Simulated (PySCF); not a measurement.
From one molecule to another.

First species: C₆H₁₀N₂.
Atom-mapped SMILES: `[CH:1]#[C:2][CH2:3][NH:4][N:5]=[C:6]([CH3:7])[CH3:8]` (hydrogens: H9 on C1; H10, H11 on C3; H12 on N4; H13, H14, H15 on C7; H16, H17, H18 on C8)

Second species: C5H11OP.
SMILES: `C1C[P@@H]([C@@H]1CC)=O`

Levels: CAM-B3LYP/def2-SVPD for dipole moment, HOMO energy, LUMO energy, HOMO–LUMO gap, static isotropic polarisability and electronic spatial extent ⟨r²⟩ about the centre of nuclear charge; TDDFT CAM-B3LYP/def2-SVPD for lowest singlet excitation; TDA CAM-B3LYP/def2-SVPD for lowest triplet excitation (Tamm–Dancoff); GFN2-xTB for rotational constant A and rotational constant C. Geometries: GFN2-xTB. Each species is one conformer at its optimised geometry, gas phase, non-relativistic unless stated. Electronic properties by PySCF.

Dipoles, sizes and rotational constants follow the conformer. The torsions of the flexible species, by atom-mapped SMILES:
- `[CH:1]#[C:2][CH2:3][NH:4][N:5]=[C:6]([CH3:7])[CH3:8]`: C2–C3–N4–N5 -89°, C3–N4–N5–C6 158°
- `[CH3:1][CH2:2][C@@H:3]1[CH2:4][CH2:5][P@@H:6]1=[O:7]`: C1–C2–C3–C4 177°

```json
{"property": "dipole moment", "column X": "1.80 D", "column Y": "4.17 D"}
{"property": "HOMO energy", "column X": "-7.45 eV", "column Y": "-9.06 eV"}
{"property": "LUMO energy", "column X": "1.22 eV", "column Y": "1.20 eV"}
{"property": "HOMO–LUMO gap", "column X": "8.67 eV", "column Y": "10.26 eV"}
{"property": "lowest singlet excitation", "column X": "5.80 eV", "column Y": "7.10 eV"}
{"property": "lowest triplet excitation (Tamm–Dancoff)", "column X": "4.02 eV", "column Y": "6.68 eV"}
{"property": "static isotropic polarisability", "column X": "89.5 au", "column Y": "81.6 au"}
{"property": "electronic spatial extent ⟨r²⟩ about the centre of nuclear charge", "column X": "1308 bohr²", "column Y": "948 bohr²"}
{"property": "rotational constant A", "column X": "3.980 GHz", "column Y": "2.901 GHz"}
{"property": "rotational constant C", "column X": "0.973 GHz", "column Y": "1.391 GHz"}
```

(1) Which column belongs to which species?

(2) How does each property change from the first species to the second?

## Answers

(1) Column X is the first species and column Y the second. The first has 18 atoms and 60 electrons, the second 18 and 64.

(2) dipole moment +2.37 D; HOMO energy -1.61 eV; LUMO energy -0.02 eV; HOMO–LUMO gap +1.59 eV; lowest singlet excitation +1.30 eV; lowest triplet excitation (Tamm–Dancoff) +2.66 eV; static isotropic polarisability -7.9 au; electronic spatial extent ⟨r²⟩ about the centre of nuclear charge -360 bohr²; rotational constant A -1.079 GHz; rotational constant C +0.418 GHz.

On the first: No computed singlet falls in the visible range (750 to 380 nm, 1.65 to 3.26 eV); S1 lies 2.54 eV above its blue end. In wavenumbers S1 is 46800 cm⁻¹ (1 eV = 8065.54 cm⁻¹).

On the second: A dipole of 4.17 D is allowed in C1, and pure rotational transitions are dipole-allowed. The vertical singlet–triplet gap S1 − T1 is 0.42 eV (TDDFT singlet less Tamm–Dancoff triplet; S1: HOMO→LUMO+1, weight 0.55; T1: HOMO→LUMO+1, weight 0.59).
